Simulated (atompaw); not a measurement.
## Before and after: PAW (atompaw) potential for Ag

```json
{
 "Element": "silver (Ag)",
 "Generator": "atompaw 4.2.0.5",
 "Type": "PAW",
 "Functional": "LDA (PW92)",
 "Relativity": "non-relativistic",
 "Frozen core": "[Ar] 3d10 4s2",
 "Valence charge": "17",
 "Reference configuration": "4p6 4d10 5s1 5p0",
 "Partial waves": "5s (bound); 5s channel at 3.8 Ry; 4p (bound); 5p (bound, empty); 4d (bound); 4d channel at 1.2 Ry",
 "Local potential": "troulliermartins scheme with l = 3 at 0 Ry, radius 2.25 bohr",
 "Core correction": "smooth core density matched at 2.50 bohr",
 "Augmentation charge": "besselshape compensation charge, radius 2.25 bohr; PAW radius 2.95 bohr; waves and projectors: bloechl"
}
```

Change: wave 4d channel at 1.2 Ry becomes 4d channel at 7.96 Ry.

Cutoffs: the cutoffs (Ry, on a coarse ladder) from which the occupation-weighted sum of valence levels, in a spherical-Bessel basis at the reference potential, stays within 10 and 1 mRy of its value at 400 Ry; they do not see the model core or the augmentation charge, which bear on the density cutoff.

Task: What does the change do?

Result: The potential gets neither clearly harder nor softer (40 Ry and 60 Ry → 40 Ry and 60 Ry); both files keep a bound ghost (s); the range in which the d phases agree narrows (upper end at the end of the scan → 0.3).

| quantity | base | changed |
| --- | --- | --- |
| cutoff, loose | 40 Ry | 40 Ry |
| cutoff, tight | 60 Ry | 60 Ry |
| loose cutoff by channel (10 mRy a level) | s 8 Ry, p 30 Ry, d 30 Ry | s 8 Ry, p 30 Ry, d 35 Ry |
| bound ghosts | s | s |
| s: phases at 2.95 bohr within 0.05 rad from the reference energy up to (Ry; the scan ends near 5) | to the end of the scan | to the end of the scan |
| p: phases at 2.95 bohr within 0.05 rad from the reference energy up to (Ry; the scan ends near 5) | 3.8 | 3.8 |
| d: phases at 2.95 bohr within 0.05 rad from the reference energy up to (Ry; the scan ends near 5) | to the end of the scan | 0.3 |
| lowest overlap eigenvalue by channel | s 0.11, p 0.95, d 1.00 | s 0.11, p 0.95, d 0.46 |

 A true bound ghost makes a file unfit for plane-wave use even where its test errors are small: the radial tests pick states by their node count and pass the ghost by. The cutoffs see the waves, projectors and local potential, not the compensation charge or the core.
